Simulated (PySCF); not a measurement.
CH6SSi, singlet, at a GFN2-xTB geometry; PySCF with PBE0/cc-pVDZ.

PySCF was given this input:
```python
from pyscf import gto, scf, dft, solvent

mol = gto.Mole()
mol.atom = '''
    Si    1.257632   -0.040441    0.567171
    S    -0.362135   -0.172895   -0.826067
    C    -1.744298    0.342569    0.242197
    H     2.412749   -0.439643   -0.212168
    H     1.326087    1.336791    1.046303
    H     0.967070   -0.939341    1.680083
    H    -1.840039   -0.347147    1.075064
    H    -2.640788    0.314162   -0.367656
    H    -1.571989    1.352265    0.601869
'''
mol.basis = 'cc-pvdz'
mol.charge = 0
mol.spin = 0
mol.verbose = 4
mol.build()

mf = dft.RKS(mol)
mf.xc = 'pbe0'
mf.kernel()
```

**Question.** What does PySCF print? Leave out banner, timings and long lists.

**Answer.** 
```
PySCF version 2.14.0

[INPUT] verbose = 4
[INPUT] num. atoms = 9
[INPUT] num. electrons = 42
[INPUT] charge = 0
[INPUT] spin (= nelec alpha-beta = 2S) = 0
[INPUT] symmetry False subgroup None
[INPUT] Mole.unit = angstrom
[INPUT] Symbol           X                Y                Z      unit          X                Y                Z       unit  Magmom
[INPUT]  1 Si     1.257632000000  -0.040441000000   0.567171000000 AA    2.376580045489  -0.076422414204   1.071797855796 Bohr   0.0
[INPUT]  2 S     -0.362135000000  -0.172895000000  -0.826067000000 AA   -0.684335970119  -0.326724198307  -1.561040390541 Bohr   0.0
[INPUT]  3 C     -1.744298000000   0.342569000000   0.242197000000 AA   -3.296245499627   0.647361588766   0.457685998191 Bohr   0.0
[INPUT]  4 H      2.412749000000  -0.439643000000  -0.212168000000 AA    4.559434817318  -0.830804862582  -0.400939412397 Bohr   0.0
[INPUT]  5 H      1.326087000000   1.336791000000   1.046303000000 AA    2.505941247346   2.526168875783   1.977226113311 Bohr   0.0
[INPUT]  6 H      0.967070000000  -0.939341000000   1.680083000000 AA    1.827497443283  -1.775097227575   3.174896736538 Bohr   0.0
[INPUT]  7 H     -1.840039000000  -0.347147000000   1.075064000000 AA   -3.477169768519  -0.656012754964   2.031576526379 Bohr   0.0
[INPUT]  8 H     -2.640788000000   0.314162000000  -0.367656000000 AA   -4.990366073038   0.593680138746  -0.694769148053 Bohr   0.0
[INPUT]  9 H     -1.571989000000   1.352265000000   0.601869000000 AA   -2.970628680829   2.555410497835   1.137367572866 Bohr   0.0

nuclear repulsion = 153.201015698521
number of shells = 33
number of NR pGTOs = 150
number of NR cGTOs = 80
basis = cc-pvdz
ecp = {}

******** <class 'pyscf.dft.rks.RKS'> ********
method = RKS
initial guess = minao
damping factor = 0
level_shift factor = 0
DIIS = <class 'pyscf.scf.diis.CDIIS'>
diis_start_cycle = 1
diis_space = 8
diis_damp = 0
SCF conv_tol = 1e-09
SCF conv_tol_grad = None
SCF max_cycles = 50
direct_scf = True
direct_scf_tol = 1e-13
XC library pyscf.dft.libxc version 7.1.2
    S. Lehtola, C. Steigemann, M. J. T. Oliveira, and M. A. L. Marques,  SoftwareX 7, 1–5 (2018)
XC functionals = pbe0
    C. Adamo and V. Barone,  J. Chem. Phys. 110, 6158 (1999)
    M. Ernzerhof and G. E. Scuseria,  J. Chem. Phys. 110, 5029 (1999)
radial grids:
    Treutler-Ahlrichs [JCP 102, 346 (1995); DOI:10.1063/1.469408] (M4) radial grids

becke partition: Becke, JCP 88, 2547 (1988); DOI:10.1063/1.454033
pruning grids: <function nwchem_prune>
grids dens level: 3
symmetrized grids: False
atomic radii adjust function: <function treutler_atomic_radii_adjust>
small_rho_cutoff = 0
Set gradient conv threshold to 3.16228e-05
Initial guess from minao.
tot grids = 111032
init E= -729.098771431152
  HOMO = -0.283357646518428  LUMO = -0.0299902463465567  gap/eV = 6.89448
cycle= 1 E= -729.077284875335  delta_E= 0.0215  |g|= 0.209  |ddm|= 2.38
  HOMO = -0.207420157846339  LUMO = 0.0177917528439497  gap/eV = 6.12833
cycle= 2 E= -729.078392315101  delta_E= -0.00111  |g|= 0.205  |ddm|= 0.505
  HOMO = -0.2450967712662  LUMO = 0.0188588701728727  gap/eV = 7.18260
cycle= 3 E= -729.091966474901  delta_E= -0.0136  |g|= 0.0234  |ddm|= 0.259
  HOMO = -0.245502716956924  LUMO = 0.0168877761448254  gap/eV = 7.14001
cycle= 4 E= -729.092129961263  delta_E= -0.000163  |g|= 0.00829  |ddm|= 0.0324
  HOMO = -0.244878557891322  LUMO = 0.0172411835560551  gap/eV = 7.13264
cycle= 5 E= -729.09215121059  delta_E= -2.12e-05  |g|= 0.0028  |ddm|= 0.0106
  HOMO = -0.245162416670758  LUMO = 0.0172417612956117  gap/eV = 7.14038
cycle= 6 E= -729.092153406381  delta_E= -2.2e-06  |g|= 0.0005  |ddm|= 0.00277
  HOMO = -0.245158409881213  LUMO = 0.0172434720625692  gap/eV = 7.14032
cycle= 7 E= -729.092153475547  delta_E= -6.92e-08  |g|= 0.000103  |ddm|= 0.000492
  HOMO = -0.245139685864506  LUMO = 0.0172565398091269  gap/eV = 7.14016
cycle= 8 E= -729.092153479  delta_E= -3.45e-09  |g|= 2.07e-05  |ddm|= 0.000116
  HOMO = -0.245141213727638  LUMO = 0.0172531911636762  gap/eV = 7.14012
cycle= 9 E= -729.092153479158  delta_E= -1.58e-10  |g|= 3.61e-06  |ddm|= 2.5e-05
  HOMO = -0.245140884638992  LUMO = 0.0172532739486457  gap/eV = 7.14011
Extra cycle  E= -729.092153479158  delta_E= 7.96e-13  |g|= 3.17e-06  |ddm|= 7.77e-06
converged SCF energy = -729.092153479158
```
